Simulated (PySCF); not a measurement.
## Arsenic: a sound run and one with changed settings

Sound run: As²⁺ [Ar] 3d10 4s2 4p1, As³⁺ [Ar] 3d10 4s2. All numbers are calculated (PySCF 2.14, the spin-free X2C one-electron Hamiltonian (Gaussian nucleus), in jorge-DZP-DKH (8s6p2d1f, 43 functions)). In the sound run the correlated levels freeze [Ar] 3d10. The sound run starts from symmetry-adapted Hartree-Fock orbitals and uses a fine grid where one is needed.

Changed run: no relativity, point nucleus. This setting is unsound on purpose.

| species | method | sound run (hartree) | changed run (hartree) | converged |
| --- | --- | --- | --- | --- |
| As²⁺ | UHF | -2257.88761 | -2227.40002 | yes |
| As²⁺ | TPSS | -2259.49090 | -2228.91217 | yes |
| As²⁺ | MN15 | -2261.16885 | -2229.71430 | yes |
| As²⁺ | MP2 | -2257.91355 | -2227.42603 | yes |
| As²⁺ | CCSD(T) | -2257.92478 | -2227.43776 | yes |
| As³⁺ | UHF | -2256.88601 | -2226.39906 | yes |
| As³⁺ | TPSS | -2258.46536 | -2227.88737 | yes |
| As³⁺ | MN15 | -2260.13829 | -2228.68388 | yes |
| As³⁺ | MP2 | -2256.91298 | -2226.42637 | yes |
| As³⁺ | CCSD(T) | -2256.92601 | -2226.44024 | yes |

Ionisation energy of As²⁺:

| method | sound run (eV) | changed run (eV) |
| --- | --- | --- |
| UHF | 27.255 | 27.238 |
| TPSS | 27.907 | 27.886 |
| MN15 | 28.043 | 28.039 |
| MP2 | 27.227 | 27.202 |
| SCS-MP2 | 27.195 | 27.169 |
| CCSD | 27.174 | 27.140 |
| CCSD(T) | 27.178 | 27.144 |

Most of the change in total energy is the relativistic energy itself. On top of that the contraction fixes the core shape for the Hamiltonian it was made with, so the changed run is not a good calculation with the other Hamiltonian either.

For comparison, NIST gives 28.349 ± 0.012 eV between the lowest levels.
